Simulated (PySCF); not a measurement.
**Telling isomers of C7H8N2 apart by NMR**

[PySCF 2.14: PBE0/pcSseg-1 with gauge-including orbitals; geometry from GFN2-xTB; no solvent model; fast rotation and ring inversion assumed for equivalent nuclei; non-relativistic Hamiltonian; one conformer]

Scale: TMS for $^{1}$H, $^{13}$C (reference shieldings calculated alike). Where no couplings were computed, multiplicities follow the n + 1 count of equivalent neighbours, and m marks all less simple cases (inequivalent or close neighbours, rings, F or P nearby). Shifts are as computed. Against solution values, carbons near 30 ppm lie about +3 ppm off and those near 130 ppm about +5 ppm. Of 1211 compounds with measured shifts, 218 miss one by over three times the rms of a fit or turn the order of signals round; such compounds aren't used in these exercises. OH and NH positions are gas-phase values without hydrogen bonding to other molecules.

(1) Tabulate the signals of `C/N=C\c1ccncc1`, `CCc1ccc(C#N)[nH]1`, `N#CC1=N[C@@H]1C1CCC1` and their relative energies.

(2) What is the quickest way to tell CCc1ccc(C#N)[nH]1 from N#CC1=N[C@@H]1C1CCC1?

(3) What is the quickest way to tell C/N=C\c1ccncc1 from CCc1ccc(C#N)[nH]1?

(4) What is the quickest way to tell C/N=C\c1ccncc1 from N#CC1=N[C@@H]1C1CCC1?

## Answers

(1) 
```tsv
SMILES	carbon types	δC	δH	E rel. (kcal/mol)
C/N=C\c1ccncc1	1×C 5×CH 1×CH3	164.7, 156.4, 145.1, 126.9, 43.2	9.12 (d, 2H), 8.81 (s, 1H), 7.19 (d, 2H), 3.81 (s, 3H)	14.5
CCc1ccc(C#N)[nH]1	3×C 2×CH 1×CH2 1×CH3	143.5, 128.8, 119.1, 112.7, 104.2, 26.4, 20.4	7.65 (br s, 1H), 7.02 (m, 1H), 6.23 (m, 1H), 2.65 (q, 2H), 1.23 (t, 3H)	0.0
N#CC1=N[C@@H]1C1CCC1	2×C 2×CH 3×CH2	179.2, 115.4, 46.8, 34.7, 25.1, 22.8, 16.9	3.08 (m, 1H), 2.29 (m, 1H), 2.28 (m, 1H), 2.09 (m, 1H), 1.90 (m, 1H), 1.85 (m, 1H), 1.56 (m, 1H), 1.10 (m, 1H)	73.7
```

Energies are electronic energies at PBE0/pcSseg-1 on these geometries, without zero-point or thermal terms, each for the one conformer computed, which needn't be the lowest.

(2) Both give the same number of carbon signals, but DEPT or the intensities differ. The first has an aromatic CH at 128.8 ppm, the second a three-membered-ring carbon (CH) at 46.8 ppm. Their most deshielded carbons lie at 143.5 and 179.2 ppm. In the proton spectra the most deshielded non-exchanging signals are 7.02 (m, 1H) and 3.08 (m, 1H).

(3) Count the carbon signals: 5 against 7. The first has a C=N carbon (CH) at 164.7 ppm, the second an sp3 CH2 on an aromatic ring at 26.4 ppm. Their most deshielded carbons lie at 164.7 and 143.5 ppm. In the proton spectra the most deshielded non-exchanging signals are 9.12 (d, 2H) and 7.02 (m, 1H).

(4) Count the carbon signals: 5 against 7. The first has a C=N carbon (CH) at 164.7 ppm, the second a three-membered-ring carbon (CH) at 46.8 ppm. Their most deshielded carbons lie at 164.7 and 179.2 ppm. In the proton spectra the most deshielded non-exchanging signals are 9.12 (d, 2H) and 3.08 (m, 1H).
